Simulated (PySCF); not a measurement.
Computed shifts of a molecule C3H6FNSi, PBE/pcSseg-1 in PySCF, GIAO, gas phase, atoms alike by connectivity averaged where their shifts nearly agree, in ppm (number of nuclei): ¹⁹F: -113.6 (1). ¹³C: 160.3 (1), 121.2 (1), 62.0 (1). ¹⁵N: 25.4 (1). ²⁹Si: -23.8 (1). ¹H: 7.31 (1), 6.47 (2), 5.05 (2), 0.20 (1). References: ¹⁹F against CFCl3 (σ = 133.6 ppm); ¹³C against TMS (σ = 182.0 ppm); ¹⁵N against NH3 (σ = 267.0 ppm); ²⁹Si against TMS (σ = 335.4 ppm); ¹H against TMS (σ = 31.49 ppm), references at their B3LYP-D3(BJ)/def2-TZVP geometries, non-relativistic. Geometry: r2SCAN-D4/def2-SVP. One conformer was computed; it need not be the lowest.

Problem. Which structure fits?
A. N[C@@H]1[SiH2]C=C1F
B. N[SiH2]C=C=CF
C. F/C=C1/CN[SiH2]1
D. C[Si@@H](F)CC#N

Solution. C, F/C=C1/CN[SiH2]1
